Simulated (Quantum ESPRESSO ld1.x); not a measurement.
Question: The aim is neutral zirconium in [Kr] 4d2 5s2. What will ld1.x (Quantum ESPRESSO 7.5) do with this input?

```
 &input
    zed=40.0,
    iswitch=1,
    rel=1,
    dft='PBESOL',
    config='[Kr] 4d2 5s2',
    tr2=1e-25,
    prefix='ld1',
    max_out_wfc=37,
    file_charge='ld1.rho',
 /
```

Answer: Usable despite the warning. The threshold lies below the rounding noise, so the cycle runs to its limit and warns, but the energy differs from the sound run by less than 1e-5 hartree.

Output (excerpt):

```
     Program LD1 v.7.5 starts

     Message from routine scf:
     warning: convergence not achieved
     --------------------------- All-electron run ----------------------------

     scalar relativistic calculation

     atomic number is 40.00
     dft =PBESOL   lsd =0 sic =0 latt =0  beta=0.20 tr2=1.0E-25
     Exchange-correlation= PBESOL
                           (   1   4  10   8   0   0   0)
     mesh =2037 r(mesh) =  99.39686 a.u. xmin = -8.00 dx = 0.00800
     1 Ry =  13.60569312 eV, c = 137.03599908

     n l     nl                  e(Ry)          e(Ha)          e(eV)
     1 0     1S 1( 2.00)     -1309.2596      -654.6298    -17813.3847
     2 0     2S 1( 2.00)      -181.4208       -90.7104     -2468.3563
     2 1     2P 1( 6.00)      -161.8179       -80.9090     -2201.6447
     3 0     3S 1( 2.00)       -29.7112       -14.8556      -404.2417
     3 1     3P 1( 6.00)       -23.3268       -11.6634      -317.3772
     4 0     4S 1( 2.00)        -4.0024        -2.0012       -54.4557
     4 1     4P 1( 6.00)        -2.3835        -1.1917       -32.4291
     3 2     3D 1(10.00)       -12.8400        -6.4200      -174.6976
     4 2     4D 1( 2.00)        -0.2655        -0.1327        -3.6117
     5 0     5S 1( 2.00)        -0.3282        -0.1641        -4.4647

     final scf error:  1.6E-19 reached in 201 iterations

     Etot =   -7192.967161 Ry,   -3596.483581 Ha,  -97865.303840 eV

     Ekin =    7395.352589 Ry,    3697.676294 Ha,  100618.897859 eV
     Encl =  -17324.170560 Ry,   -8662.085280 Ha, -235707.348248 eV
     Eh   =    2959.481027 Ry,    1479.740513 Ha,   40265.790656 eV
     Exc  =    -223.630217 Ry,    -111.815109 Ha,   -3042.644108 eV
```

Run on one thread of a shared host, so times are rough (Intel(R) Xeon(R) Processor @ 2.60GHz): 1.2 s of CPU time, 1.4 s wall, 201 iterations on 2037 mesh points.
